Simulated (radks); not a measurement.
Values are calculated unless marked as measured or tabulated.
Spherical quantum dot in the effective-mass picture: electrons in a parabolic well V = omega^2 r^2 / 2 with omega = 0.648, with a point charge +2 (a donor) at the centre, all in effective atomic units (hartree* = m*/eps^2 hartree, bohr* = eps/m* bohr), one dielectric constant everywhere. Level of theory: non-relativistic Kohn-Sham, LDA (Slater exchange, Perdew-Wang correlation), spin-polarised, spherical densities (a radial shooting solver with Libxc functionals). Levels are named by radial order and angular momentum (1s, 1p, 1d, 2s, ...), and open shells are averaged over m. Results are scaled to m* = 0.283 and eps = 7.8, for which hartree* = 126.6 meV and bohr* = 1.459 nm. Each electron was tried in the lowest free levels, single moves between levels near the top were tried too, and the lowest total energy was kept; such a search can miss a lower state. At N = 1 the Hartree and exchange-correlation terms need not cancel, so that row can carry a self-interaction error.

\begin{tabular}{lrrrrrr}
N & open shells & 2S & E (meV) & addition energy mu(N+1) - mu(N) (meV) & e(HOMO) (meV) & rms radius (nm) \\ \hline
1 & 1s(up 1, down 0) & 1 & -226.880 & 148.3 & -167.72 & 1.175 \\
2 & none & 0 & -305.456 & 266.7 & -28.576 & 1.349 \\
3 & 1p(up 1, down 0) & 1 & -117.323 & 52.62 & 214.03 & 1.935 \\
4 & 1p(up 2, down 0) & 2 & 123.433 & 53.02 & 267.44 & 2.233 \\
5 & 1p(up 3, down 0) & 3 & 417.212 & 65.88 & 319.88 & 2.440 \\
6 & 1p(up 3, down 1) & 2 & 776.866 & 46.00 & 382.50 & 2.617 \\
7 & 1p(up 3, down 2) & 1 & 1182.53 & 46.08 & 428.79 & 2.765 \\
8 & none & 0 & 1634.26 & 57.66 & 474.54 & 2.894 \\
9 & 2s(up 1, down 0) & 1 & 2143.67 & 45.71 & 530.48 & 3.041 \\
10 & none & 0 & 2698.78 & 85.05 & 575.77 & 3.171 \\
11 & 1d(up 1, down 0) & 1 & 3338.94 & 37.72 & 659.09 & 3.301 \\
12 & 1d(up 2, down 0) & 2 & 4016.83 & 37.32 & 696.62 & 3.416 \\
13 & 1d(up 3, down 0) & 3 & 4732.04 & 36.86 & 733.72 & 3.521 \\
14 & 1d(up 4, down 0) & 4 & 5484.11 & 36.39 & 770.35 & 3.617 \\
15 & 1d(up 5, down 0) & 5 & 6272.57 & 44.49 & 806.50 & 3.706 \\
16 & 1d(up 5, down 1) & 4 & 7105.53 & 34.45 & 850.22 & 3.792 \\
17 & 1d(up 5, down 2) & 3 & 7972.93 & 34.18 & 884.54 & 3.872 \\
18 & 1d(up 5, down 3) & 2 & 8874.51 & 33.86 & 918.57 & 3.948 \\
19 & 1d(up 5, down 4) & 1 & 9809.96 & 33.52 & 952.27 & 4.021 \\
20 & none & 0 & 10778.9 & 78.42 & 985.62 & 4.090 \\
21 & 1f(up 1, down 0) & 1 & 11826.3 & 31.03 & 1062.9 & 4.169 \\
22 & 1f(up 2, down 0) & 2 & 12904.7 & 30.81 & 1093.9 & 4.243 \\
23 & 1f(up 3, down 0) & 3 & 14014.0 & 30.58 & 1124.6 & 4.314 \\
24 & 1f(up 4, down 0) & 4 & 15153.8 & 30.34 & 1155.0 & 4.382 \\
25 & 1f(up 5, down 0) & 5 & 16323.9 & 30.10 & 1185.2 & 4.446 \\
26 & 1f(up 6, down 0) & 6 & 17524.2 & 29.86 & 1215.2 & 4.508 \\
27 & 1f(up 7, down 0) & 7 & 18754.3 & 33.94 & 1245.0 & 4.568 \\
28 & 1f(up 7, down 0) 2p(up 1, down 0) & 8 & 20018.3 & 30.30 & 1279.2 & 4.625 \\
29 & 1f(up 7, down 0) 2p(up 2, down 0) & 9 & 21312.7 & 30.16 & 1309.5 & 4.681 \\
30 & 1f(up 7, down 0) 2p(up 3, down 0) & 10 & 22637.2 & 30.22 & 1339.5 & 4.735 \\
31 & 1f(up 7, down 1) 2p(up 3, down 0) & 9 & 23991.9 & 28.17 & 1368.8 & 4.788 \\
32 & 1f(up 7, down 2) 2p(up 3, down 0) & 8 & 25374.8 & 27.68 & 1397.0 & 4.840 \\
33 & 1f(up 7, down 4) 2p(up 2, down 0) & 5 & 26785.4 & 27.52 & 1424.6 & 4.890 \\
34 & 1f(up 7, down 6) 2p(up 1, down 0) & 2 & 28223.5 & 27.71 & 1452.0 & 4.939 \\
35 & 2p(up 1, down 0) & 1 & 29689.3 & - & 1480.0 & 4.986 \\
\end{tabular}

All shells are closed at N = 2, 8, 10, 20 (there: 1s2 1p6 1d10 2s2); the second difference of the energy has clear peaks (12 % above both neighbours; the first and last values, which can be the largest, are not judged, and half-filled shells can peak too) at N = 2, 5, 8, 10, 15, 20, 27.
